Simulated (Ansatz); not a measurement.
Species: sum formula CaOFH, net charge 0, singlet state. 
Geometry from a B3LYP-D3(BJ)/def2-TZVP (Ansatz, a quantum-chemistry and plane-wave program) optimisation:
```
Ca
F 1 2.0222
O 1 2.0254 2 156.59
H 3 0.9553 1 173.81 2 0.00
```
Charge 0, spin multiplicity 1.

Parts of the frozen-core correlation energy in STO-3G (Ansatz, hartree). Frozen orbitals: 11; correlated occupied orbitals by spin: 8 and 8; virtual: 5 and 5. Spin-orbit coupling is left out. Non-relativistic. The restricted reference is unstable.

```json
[
 {"term": "reference (HF)", "value": "-842.28184"},
 {"term": "MP2 opposite-spin", "value": "…"},
 {"term": "MP2 same-spin", "value": "-0.01883"},
 {"term": "CCSD correlation", "value": "…"},
 {"term": "(T)", "value": "…"},
 {"term": "FCI minus CCSD(T)", "value": "-0.00058"},
 {"term": "T1 diagnostic", "value": "0.045"},
 {"term": "largest doubles amplitude", "value": "0.132"}
]
```

### Question
Complete the blanks.

### Answer

- MP2 opposite-spin, value: -0.06530
- CCSD correlation, value: -0.09520
- (T), value: -0.02118
